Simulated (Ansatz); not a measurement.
ClFGeH4OSi, SMILES `F[SiH](Cl)[O][GeH3]`, relaxed with RKS PBE0-D4/def2-TZVP in Ansatz from a PBE-D4/def2-SVP geometry. The force threshold is 0.005 eV/Å; the program also tests the step.

Charge 0, multiplicity 1.

Start:

```xyz
9

F    -1.078    1.754   -1.384
Si    0.380    1.112   -1.036
Cl    1.165    2.257    0.502
O     0.228   -0.454   -0.573
Ge   -0.376   -1.301    0.917
H     1.239    1.198   -2.245
H     0.311   -2.684    0.876
H    -1.915   -1.415    0.793
H     0.046   -0.467    2.151
```

| step | energy (eV) | largest force (eV/Å) | largest move (Å) |
| --- | --- | --- | --- |
| 1 | -81736.2261 | 1.235 | 0.000 |
| 2 | -81736.2888 | 0.731 | 0.030 |
| 3 | -81736.3086 | 0.123 | 0.029 |
| 4 | -81736.3097 | 0.054 | 0.009 |
| 5 | -81736.3114 | 0.020 | 0.038 |
| 6 | -81736.3117 | 0.017 | 0.028 |
| 7 | -81736.3118 | 0.004 | 0.009 |
| 8 | -81736.3118 | 0.006 | 0.007 |
| 9 | -81736.3119 | 0.015 | 0.020 |
| 10 | -81736.3119 | 0.053 | 0.061 |
| 11 | -81736.3120 | 0.043 | 0.007 |
| 13 | -81736.3123 | 0.052 | 0.059 |
| 15 | -81736.3125 | 0.064 | 0.015 |
| 17 | -81736.3130 | 0.062 | 0.083 |
| 19 | -81736.3134 | 0.009 | 0.014 |
| 21 (rejected) | -81736.3069 | 0.232 | 0.195 |
| 23 | -81736.3138 | 0.005 | 0.011 |
| 25 (rejected) | -81736.3135 | 0.114 | 0.109 |
| 27 | -81736.3145 | 0.070 | 0.074 |
| 29 | -81736.3150 | 0.003 | 0.011 |
| 31 (rejected) | -81736.3149 | 0.060 | 0.096 |
| 33 | -81736.3153 | 0.025 | 0.044 |
| 35 | -81736.3154 | 0.008 | 0.002 |
| 36 | -81736.3154 | 0.004 | 0.005 |

End:

```xyz
9

F    -0.996    1.386   -1.819
Si    0.355    1.083   -1.043
Cl    0.450    2.430    0.493
O     0.360   -0.416   -0.481
Ge   -0.295   -1.278    0.946
H     1.476    1.298   -1.965
H    -0.214   -2.759    0.568
H    -1.740   -0.812    1.163
H     0.604   -0.932    2.138
```

Run time 2.3 min (4 threads of an Intel Xeon Platinum 8488C on a shared host); peak host memory 0.7 GiB.
